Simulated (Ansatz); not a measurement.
Total energies of SnH2MeCl (CH₅ClSn) from Ansatz at PBE-D4/def2-TZVP, gas phase (1 Eh = 27.2114 eV = 2625.5 kJ/mol). The reference geometry is relaxed at r2SCAN-D4/def2-TZVP.

```
                 state   geometry  energy (Eh)
      charge 0 singlet  reference   -715.42289
      charge 1 doublet  reference   -715.05508
free Sn atom (triplet)          –   -214.24935
 free H atom (doublet)          –     -0.49962
 free C atom (triplet)          –    -37.79597
free Cl atom (doublet)          –   -459.95840
```

In the def2 sets Sn takes a core potential; there is no spin–orbit coupling.

Task: Work out the vertical ionisation energy to the doublet.

Result: E(charge 1 doublet) − E(charge 0 singlet) = -715.05508 − (-715.42289) = 0.36781 Eh = 10.01 eV. For comparison, −ε of the highest occupied level is 6.99 eV at this level, 3.02 eV less.

Task: What is the binding energy per atom against free atoms?

Result: Atoms: 1 × (-214.24935) + 5 × (-0.49962) + 1 × (-37.79597) + 1 × (-459.95840) = -714.50182 Eh. Binding: -714.50182 − (-715.42289) = 0.92107 Eh = 25.06 eV, or 3.13 eV for each of 8 atoms (no zero-point energy, no counterpoise term).

At PBE-D4/def2-TZVP the gap within one spin of the charge 1 doublet nearly closes, so an electron or hole may be smeared out by delocalisation error.
